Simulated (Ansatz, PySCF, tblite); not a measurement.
Potential energy curve for SMILES [SeH2]. The Se1–H3 bond (Se1 also carries H; H3 carries nothing else) is stretched with both fragments frozen at the PBE0/def2-TZVP optimised geometry.

Computed with: UHF/3-21G = PySCF with unrestricted Hartree-Fock/3-21G; GFN2-xTB, 300 K electronic temperature (tblite); RHF/6-31G* = PySCF with restricted Hartree-Fock/6-31G*, spherical d; FCI = full CI/cc-pVDZ, cores with 3d frozen (Ansatz, an electronic-structure program).

Energies relative to the lowest point of each curve near equilibrium, in eV; the last columns give the difference from FCI:

| R / Å | UHF/3-21G | GFN2-xTB | RHF/6-31G* | FCI | UHF/3-21G − FCI | GFN2-xTB − FCI | RHF/6-31G* − FCI |
|---|---|---|---|---|---|---|---|
| 1.18 | 1.454 | 1.051 | 1.535 | 1.594 | -0.140 | -0.543 | -0.058 |
| 1.27 | 0.584 | 0.342 | 0.597 | 0.649 | -0.066 | -0.307 | -0.052 |
| 1.31 | 0.348 | 0.177 | 0.344 | 0.390 | -0.042 | -0.213 | -0.046 |
| 1.40 | 0.059 | 0.010 | 0.044 | 0.067 | -0.009 | -0.057 | -0.023 |
| 1.42 | 0.029 | 0.000 | 0.017 | 0.034 | -0.005 | -0.034 | -0.017 |
| 1.47 | 0.000 | 0.005 | 0.000 | 0.000 | 0.000 | 0.005 | 0.000 |
| 1.52 | 0.021 | 0.043 | 0.042 | 0.022 | -0.001 | 0.021 | 0.020 |
| 1.58 | 0.099 | 0.120 | 0.152 | 0.106 | -0.007 | 0.014 | 0.046 |
| 1.61 | 0.155 | 0.168 | 0.226 | 0.166 | -0.011 | 0.002 | 0.060 |
| 1.70 | 0.376 | 0.338 | 0.505 | 0.398 | -0.022 | -0.060 | 0.107 |
| 1.86 | 0.896 | 0.701 | 1.123 | 0.913 | -0.017 | -0.212 | 0.210 |
| 1.95 | 1.204 | 0.924 | 1.499 | 1.218 | -0.014 | -0.295 | 0.281 |
| 2.18 | 1.703 | 1.515 | 2.461 | 1.942 | -0.240 | -0.427 | 0.519 |
| 2.45 | 1.984 | 2.162 | 3.501 | 2.589 | -0.605 | -0.428 | 0.911 |
| 2.68 | 2.099 | 2.620 | 4.279 | 2.953 | -0.854 | -0.333 | 1.326 |
| 2.88 | 2.153 | 2.939 | 4.873 | 3.156 | -1.003 | -0.217 | 1.717 |
| 3.27 | 2.201 | 3.349 | 5.825 | 3.356 | -1.155 | -0.007 | 2.469 |
| 3.63 | 2.217 | 3.538 | 6.497 | 3.424 | -1.207 | 0.113 | 3.073 |
| 3.93 | 2.223 | 3.611 | 6.933 | 3.447 | -1.223 | 0.164 | 3.486 |
| 4.44 | 2.228 | — | 7.473 | 3.459 | -1.231 | — | 4.014 |
| 5.13 | 2.229 | — | 7.921 | 3.463 | -1.234 | — | 4.458 |

UHF/3-21G is furthest from FCI at 5.13 (-1.234 eV, below); its mean absolute difference over the points is 0.433 eV.

GFN2-xTB is furthest from FCI at 1.18 (-0.543 eV, below); its mean absolute difference over the points is 0.182 eV.

RHF/6-31G* is furthest from FCI at 5.13 (4.458 eV, above); its mean absolute difference over the points is 1.090 eV.

A dash means that the run gave no value there, or that the column was ended at a point which the program doubted or which failed a test of continuity chosen for this set; such a test can also cut sound points.

The unrestricted determinant behind UHF/3-21G is spin-contaminated at 1.95 to 5.13 Å (<S²> up to 1.0, against 0.00 for a pure singlet). The restricted form behind RHF/6-31G* keeps the bonding electrons paired and can't separate into open-shell fragments.
